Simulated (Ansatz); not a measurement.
## Two structures, one formula

Two relaxed structures of NaInH₂, singlet (PBE0-D4/def2-TZVP; forces vanish, vibrations not checked).

A:

```xyz
4
angstrom
Na -2.1387 1.0587 -1.3363
In 0.1599 -0.0791 0.0999
H 0.6530 -1.7823 0.1323
H 1.3258 0.8027 1.1040
```

B:

Na1  (1.284, -0.636, 0.803)
In2  (-1.151, 0.570, -0.719)
H3  (-0.291, -1.226, -0.441)
H4  (0.341, 1.201, 0.472)
(Å)

Program: Ansatz 0.2.0. Basis: def2-TZVPP. Cores are frozen in the correlated methods. Filled d shells of the heavier atoms are correlated. Core potentials replace the inner electrons of the atoms past krypton. The outer core shell of Li, Na, Mg and K is correlated. The def2 sets are not built for correlating such inner shells, so the correlated values are less sure here. B3LYP uses VWN-RPA correlation.

Task: Which structure is lower at CCSD(T), and by how much? (Judge from chemistry; the value comes from the calculation.)

Result: Computed: B, by 0.362 eV (electronic energy, against the other). By their contacts, A is NaInH₂ ([Na][InH2]) and B is NaInH₂ ([H]1[Na]2[H][In]12).

All methods give the same order:

```json
{"method": "PBE-D4", "E(B) − E(A) (eV)": "-0.422"}
{"method": "r2SCAN-D4", "E(B) − E(A) (eV)": "-0.413"}
{"method": "PBE0-D4", "E(B) − E(A) (eV)": "-0.354"}
{"method": "B3LYP-D4", "E(B) − E(A) (eV)": "-0.471"}
{"method": "wB97M-V", "E(B) − E(A) (eV)": "-0.321"}
{"method": "HF", "E(B) − E(A) (eV)": "-0.256"}
{"method": "MP2", "E(B) − E(A) (eV)": "-0.374"}
{"method": "CCSD", "E(B) − E(A) (eV)": "-0.358"}
{"method": "CCSD(T)", "E(B) − E(A) (eV)": "-0.362"}
```

No T1 diagnostic of these runs exceeds 0.016. The restricted Hartree–Fock reference is unstable towards an unrestricted one at one or more of these structures.

Labels in which every atom is bracketed show which atoms are joined, not bond orders.

For scale, one of the runs: CCSD(T)/def2-TZVPP, 110 basis functions, launched by `ansatz run in.yaml --threads 2 --pin off --events-out ev --progress --plain --max-ram 4352MiB`. Hardware: 2 CPU threads of an Intel Xeon Platinum 8488C, shared host. Wall time about 6.5 s.
